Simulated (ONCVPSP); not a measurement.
# u(r) = r·R(r): atom against pseudo-atom (nickel)

Columns: radius, all-electron u(r) and pseudo u(r) of the 3p shell (level -71.39 eV) of nickel in the configuration [Ne] 3s2 3p6 3d8 4s2; PBE, scalar-relativistic, ONCV scheme, ONCVPSP 4.0.1.

```tsv
r (bohr)	all-electron	pseudo
0.070	-0.4536	0.0385
0.140	-0.6349	0.1486
0.210	-0.3791	0.3149
0.280	0.0554	0.5146
0.350	0.4828	0.7205
0.420	0.8203	0.9075
0.490	1.0479	1.0568
0.560	1.1747	1.1578
0.630	1.2208	1.2063
0.700	1.2085	1.2034
0.770	1.1574	1.1569
0.840	1.0822	1.0820
0.910	0.9945	0.9943
0.980	0.9018	0.9017
1.050	0.8095	0.8094
1.120	0.7209	0.7208
1.190	0.6379	0.6378
1.260	0.5616	0.5615
1.330	0.4923	0.4922
1.400	0.4301	0.4301
1.470	0.3747	0.3746
1.540	0.3256	0.3256
1.610	0.2824	0.2824
1.680	0.2445	0.2445
1.750	0.2114	0.2114
1.820	0.1825	0.1825
```

(1) How many radial nodes do the two functions have?

(2) At about which radius was the pseudo-wave matched?

(3) Is the pseudo-wave norm-conserving?

Results:

(1) The all-electron 3p function has n − l − 1 = 1; the pseudo-wave has 0, since the states of the same l below it are removed with the core.

(2) 0.80 bohr, where the columns begin to agree (steps of 0.07 bohr).

(3) Yes: the ONCV scheme keeps the norm inside the radius equal to the all-electron one, which fixes the energy derivative of the logarithmic derivative at the level.
